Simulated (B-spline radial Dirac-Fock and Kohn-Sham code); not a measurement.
# Satellites and hypersatellites of the K lines of Tc⁷⁺

System: technetium as Tc⁷⁺ in the configuration [Ar] 3d10 4s2 4p6, inside a Watson sphere of charge -7 and radius 2 Å (a model of the Madelung potential; inside it an electron's potential energy is raised by 50.4 eV).

Input of the calculation (task.json; shells as n, l, electrons):

```json
{"items": [{
  "Z": 43,
  "q": 7,
  "cfg": [[1, 0, 2], [2, 0, 2], [2, 1, 6], [3, 0, 2], [3, 1, 6], [3, 2, 10], [4, 0, 2], [4, 1, 6]],
  "A": 97,
  "rrms": 4.4112,
  "watson": [-7, 2.0],
  "do": ["binding", "quiet", "double"]
}]}
```

Run with: `python xray_run.py task.json out`

The computed values come from a B-spline atomic structure program: Dirac-Fock ΔSCF + Breit + QED. Each two-hole energy is an average over J within one jj subconfiguration, not an observable level; in light atoms, where LS coupling holds, the j-resolved values are not observed lines, and for a K spectator the Kα1 hypersatellite is nearly forbidden. No correlation.

Lines without a spectator: Kα2 (K-L2) 18248.0 eV, Kα1 (K-L3) 18364.5 eV, Kβ3 (K-M2) 20596.0 eV, Kβ1 (K-M3) 20616.2 eV. Shifts in eV with one spectator hole (a dash: not computed, or left out as unreliable):

```tsv
spectator hole	Kα2	Kα1	Kβ3	Kβ1
L2 (2p1/2)	+50.7	+63.3	–	+137.4
L3 (2p3/2)	+52.2	+51.5	+125.5	–
M2 (3p1/2)	–	+6.42	+15.79	+19.27
M3 (3p3/2)	+5.04	–	+17.01	+16.45
M4 (3d3/2)	+0.46	-1.65	–	–
M5 (3d5/2)	-1.97	-0.48	–	–
```

Q: Where does the K-L3 hypersatellite lie, emitted when both K electrons are missing?

A: +491.3 eV from the normal line, at 18855.8 eV. Removing both K electrons costs 42913.2 eV, which is 673.3 eV more than twice the K binding energy.

With n spectator holes in 2p, averaged over the 2p shell (energies in eV):

```
n     KαLⁿ   step  hypersatellite KαʰLⁿ
0  18325.6      –               18813.3
1  18380.4  +54.8               18869.5
2  18436.4  +56.0               18926.9
3  18493.7  +57.3               18985.6
4  18552.3  +58.5               19045.5
5  18612.1  +59.8               19106.7
```
